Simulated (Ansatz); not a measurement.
SnTe₂⁻, relaxed as a quartet with UKS PBE-D4/def2-SVPD in Ansatz, starting from the PBE-D4/def2-SVPD geometry of the charge -1 doublet. Force threshold 0.02 eV/Å.

In the def2 sets Sn, Te take a core potential; there is no spin–orbit coupling. The highest occupied level of the charge -1 quartet lies above zero (up to 0.68 eV). It is a level of α spin, whose loss leaves a triplet; that state wasn't run at this geometry and level. The electron is either unbound and held by the finite basis, or the level is raised by self-interaction error. At PBE-D4/def2-SVPD a doublet of charge -1 lies 1.28 eV below the quartet, each at its own geometry. The structure comes from a short search, and lower isomers may exist.

Start:

```xyz
3

Sn   -0.163   -0.125    0.748
Te    1.956   -1.473   -0.223
Te   -1.792    1.598   -0.526
```

Question: Estimate the energy that the relaxation releases and the steps that it takes.

Answer: 14.3 kcal/mol, in 12 steps; 53 s on 4 threads of Arm Neoverse V2 on a shared host. No frequencies were taken in this run, so the end may be a saddle point.

Question: Does the start keep its bonding and symmetry?

Answer: Bonds formed: Te2–Te3 (atoms count from 1). Point group C2v at the start, C2v at the end, both within 0.05 Å.

Question: Predict the relaxed structure.

Answer: 
```xyz
3

Sn   -0.339   -0.260    1.556
Te    1.419   -0.894   -0.677
Te   -1.080    1.154   -0.879
```
Bond lengths: 2 × Sn–Te 2.91 Å; 1 × Te–Te 3.24 Å.
